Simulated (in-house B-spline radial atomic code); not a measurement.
Results of a calculation; reference values are marked as such.
## In ion on Ga atom: potential, deflection and energy transfer

The pair potential comes from two frozen, spherical free-atom densities (PBE, B-spline radial code, scalar-relativistic past argon): electrostatics plus the change in Thomas-Fermi kinetic and Dirac exchange energy where they overlap, the recipe behind the universal ZBL potential, which averages such potentials (from solid-state densities) over many pairs. It is written V = (Z1 Z2 e²/r) φ(r/a), with e² = 14.3996 eV·Å and a = 0.46850 Å/(Z1^0.23 + Z2^0.23); ZBL's fit is φ = 0.18175 e^(−3.1998x) + 0.50986 e^(−0.94229x) + 0.28022 e^(−0.4029x) + 0.02817 e^(−0.20162x). Where φ falls below 4e-4 it is continued as an exponential.

Masses 114.82 and 69.72 u.

```tsv
x = r/a	φ, this pair	φ, ZBL
0.1	0.8884	0.8928
0.5	0.6139	0.6096
1.5	0.3031	0.2995
3	0.1326	0.1292
5	0.05311	0.05224
8	0.01712	0.01705
12	0.004568	0.00474
17	0.001171	0.001212
```

Question: At x = 1 the electrostatic, kinetic and exchange parts are 63666.75, 28619.85 and -804.42 eV. Find r, V and φ.

Answer: a = 0.46850/(2.4476 + 2.2030) = 0.10074 Å, so r = 0.10074 Å. V = 63666.75 + 28619.85 + (-804.42) = 91482.18 eV. The bare repulsion is 49 × 31 × 14.3996/0.10074 = 217120 eV, so φ = 0.4213, +1.2 % against ZBL's 0.4164. The kinetic (Pauli) term is 31 % of V here.

Question: The ion comes in at 57.47 keV with impact parameter 0.5037 Å. The scattering integral gives a centre-of-mass angle of 11.02° and a closest approach of 5.245 a. What are the reduced energy, the energy passed on and the laboratory angles?

Answer: ε = E a M2/(Z1 Z2 e² (M1 + M2)) = 57470 × 1.7400e-06 = 0.1. The most that one collision can pass on is γE with γ = 4 M1 M2/(M1 + M2)² = 0.9403. Here T = γE sin²(θ/2) = 0.9403 × 57470 × 0.009212 = 497.8 eV. The ion turns by arctan(sin θ/(cos θ + M1/M2)) = 4.2°, and the struck atom leaves at (180° − θ)/2 = 84.5°. The closest approach is 0.528 Å. With ZBL the angle would be 10.78° and T = 477.1 eV.
